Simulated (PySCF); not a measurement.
Species: C₄H₉GaO₂Si.
Geometry (PBE0-D3(BJ)/def2-SVP, Å), atoms numbered from 1 in this order:
```
atom  x, y, z in Å
Si1   -2.283    0.087    0.410
C2    -1.462   -1.398   -0.381
Ga3    0.452   -1.146   -0.749
O4     0.759    0.777   -1.019
C5     1.313    1.555   -0.191
C6     1.832    1.218    1.062
C7     1.800   -0.083    1.572
O8     1.320   -1.109    1.013
H9    -1.490    0.562    1.590
H10   -3.667   -0.219    0.897
H11   -2.383    1.226   -0.554
H12   -1.545   -2.260    0.304
H13   -1.995   -1.675   -1.306
H14    1.395   -1.904   -1.736
H15    1.385    2.611   -0.508
H16    2.282    2.004    1.668
H17    2.238   -0.251    2.573
```

Level: B3LYP/def2-SVPD in PySCF, non-relativistic, on one gas-phase PBE0-D3(BJ)/def2-SVP geometry that isn't relaxed in the solvent. The solvent is an IEF-PCM continuum (cavity from Bondi-type radii × 1.2), and excitations are vertical TDDFT with non-equilibrium linear response and a frozen core. Specific hydrogen bonds and non-electrostatic terms are outside this model. Spin–orbit coupling is left out although an atom past zinc is present.

Gas-phase singlets (H = HOMO, L = LUMO):

```csv
state,E (eV),λ (nm),f,leading configurations
S1,4.058,306,0.029,"H→L 90%, H-1→L 9%"
S2,4.338,286,0.001,H-2→L 99%
S3,5.051,245,0.106,"H-1→L 88%, H→L 8%"
S4,5.307,234,0.001,"H-3→L 73%, H-5→L 21%"
S5,5.778,215,0.004,"H-4→L 77%, H-5→L 17%"
```

Task: Give the list for cyclohexane (ε = 2.017), n² = 2.04.

Result: 
```tsv
state	E (eV)	λ (nm)	f	leading configurations	change by rank (eV)
S1	4.100	302	0.052	H→L 92%	+0.042
S2	4.355	285	0.001	H-2→L 99%	+0.017
S3	5.026	247	0.130	H-1→L 91%	-0.025
S4	5.372	231	0.001	H-3→L 73%, H-5→L 23%	+0.065
S5	5.886	211	0.005	H-4→L 46%, H-5→L 38%	+0.108
```

Task: How does the list change in acetonitrile (ε = 35.69)?

Result: 
| state | E (eV) | λ (nm) | f | leading configurations | change by rank (eV) |
| --- | --- | --- | --- | --- | --- |
| S1 | 4.193 | 296 | 0.061 | H→L 91% | +0.135 |
| S2 | 4.386 | 283 | 0.001 | H-2→L 99% | +0.048 |
| S3 | 5.099 | 243 | 0.116 | H-1→L 90% | +0.048 |
| S4 | 5.464 | 227 | 0.002 | H-3→L 73%, H-5→L 23% | +0.157 |
| S5 | 6.020 | 206 | 0.006 | H-5→L 54%, H-4→L 22% | +0.242 |

Task: The ground-state energy changes by -0.180 eV from gas to acetonitrile. By how much does the total energy of gas-phase S1 change?

Result: E(S1) = E(S0) + excitation energy, so it changes by -0.180 + 0.135 = -0.045 eV: it is lowered less than the ground state, which is what a blue shift means. This is the vertical state, with the slow part of the continuum still set for S0.

Task: How do the frontier levels move from gas to acetonitrile?

Result: 
```tsv
orbital	gas (eV)	solvent (eV)	change (eV)	Löwdin shares, gas	Löwdin shares, solvent
LUMO+2	0.34	0.42	+0.08	Ga3 18 %, Si1 11 %, C2 10 %, H13 7 %	Ga3 26 %, Si1 12 %, C2 9 %, H14 9 %
LUMO+1	0.11	0.22	+0.11	Ga3 24 %, Si1 12 %, C6 9 %, C7 8 %	Ga3 30 %, Si1 19 %, C2 6 %, O4 5 %
LUMO	-2.41	-2.17	+0.24	C5 25 %, C7 25 %, O8 16 %, O4 16 %	C5 26 %, C7 26 %, O8 16 %, O4 16 %
HOMO	-7.04	-6.90	+0.14	C6 22 %, C2 13 %, O8 12 %, O4 12 %	C6 26 %, O4 14 %, O8 14 %, C2 10 %
HOMO-1	-7.88	-7.80	+0.08	C2 22 %, C6 13 %, Ga3 12 %, Si1 10 %	C2 26 %, Ga3 15 %, Si1 10 %, C6 10 %
HOMO-2	-8.24	-8.04	+0.20	O4 32 %, O8 30 %, C5 8 %, C7 8 %	O4 30 %, O8 29 %, C5 9 %, C7 8 %
HOMO-3	-8.70	-8.68	+0.02	Si1 23 %, C2 21 %, H9 9 %, H11 8 %	C2 22 %, Si1 20 %, H9 8 %, Ga3 8 %
```

The HOMO–LUMO gap goes from 4.63 to 4.73 eV. Rows go by rank; for LUMO+1 and LUMO+2 the atom shares or the degeneracy differ between the runs, so the row needn't follow one orbital.
